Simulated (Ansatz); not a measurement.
Cartesian coordinates (Å):
```xyz
7

Si    -0.9200    -0.1220    -0.1843
B      1.0347     0.1691     0.1701
I      1.8310     2.1241     0.3820
I      2.3033    -1.5207     0.3842
H     -1.1035    -1.1643    -1.2285
H     -1.6055     1.1278    -0.6009
H     -1.5400    -0.6140     1.0774
```
Charge 0, multiplicity 1.

All values below come from frozen-core CCSD(T)/def2-TZVPP // r2SCAN-D4/def2-TZVP in Ansatz (a program for electronic structure).

The HF energy is -908.73829 Ha and the MP2 correlation energy comes out as -1.22254 Ha.

**Question.** Estimate the CCSD correlation energy, the (T) correction, the total energy and the T1 diagnostic.

**Answer.** 
| Item | Result |
|---|---|
| CCSD correlation energy | -1.18813 Ha |
| (T) correction | -0.03347 Ha |
| CCSD(T) total energy | -909.95988 Ha |
| T1 diagnostic | 0.013 |
